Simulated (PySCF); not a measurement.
Input of a run (PBE0-D3(BJ)/def2-SVP geometry optimisation, gas phase (PySCF 2.14.0)), started from a GFN2-xTB structure with every atom displaced at random (by about 0.01 Å):
```
{"job": {"xc": "PBE0", "basis": "def2-SVP", "d3": "d3bj", "grid": 1, "shake": 0.01, "kind": "geom"}, "charge": 0, "multiplicity": 1}
C      3.062360    -0.201240     0.122590
C      1.599130    -0.026520     0.202370
C      0.387990     0.102090     0.269190
B     -1.067660     0.256310     0.362550
C     -2.037850    -1.036140     0.431490
N     -1.652720     1.534520     0.380660
H      3.307080    -0.828780    -0.717840
H      3.535530     0.798820    -0.033560
H      3.421320    -0.614920     1.057460
H     -3.097290    -0.784660     0.448590
H     -1.840820    -1.604370     1.354830
H     -1.843210    -1.700570    -0.387030
H     -1.126910     2.381110     0.331810
H     -2.654130     1.709260     0.449150
```

Output (energies in Eh, forces in Eh/bohr):
```
step   0  E = -236.39426369  max force = 0.058106
step   1  E = -236.40017804  max force = 0.008208
step   2  E = -236.40042141  max force = 0.002254
step   3  E = -236.40049480  max force = 0.001754
step   4  E = -236.40051829  max force = 0.001056
step   5  E = -236.40052706  max force = 0.000457
step   6  E = -236.40052861  max force = 0.000306
optimisation converged
```

Summarise the run.

The energy falls by 3.9 kcal/mol over 7 energy and gradient evaluations, the largest force component goes from 0.0581 to 3.1e-04 Eh/bohr, and the atoms move by 0.040 Å rms after alignment. The bond that changes most is C3–B4 (alkyne carbon to three-coordinate boron), which lengthens by 0.074 Å. Bonds longer at the end by more than 0.005 Å: 6 of 13; shorter: 5. Among the angles that change most is H7–C1–H9, from 112.1° to 107.4°. The energy never rose by more than 1e-6 Eh on the way. The first step brought 94 % of the lowering.

What are the final bond lengths?

C1–C2 1.452 Å, C2≡C3 1.220 Å, C3–B4 1.541 Å, B4–C5 1.580 Å, B4–N6 1.399 Å, C1–H7 1.102 Å, C1–H8 1.101 Å, C1–H9 1.102 Å, C5–H10 1.101 Å, C5–H11 1.103 Å, C5–H12 1.103 Å, N6–H13 1.011 Å, N6–H14 1.011 Å. Numbering counts from 1 in the input's order; the species is `NB(C#CC)C`.

The run used 124 basis functions and 47 SCF cycles in all. The run took 41 s of wall time on Arm Neoverse V1, one thread, shared host, and the process peaked at 0.51 GiB of memory.

No frequency check.

The values belong to the conformer `[CH3:1][C:2]#[C:3][B:4]([CH3:5])[NH2:6]`: H–N6–B4–C3 0°, H–N6–B4–C3 180°.
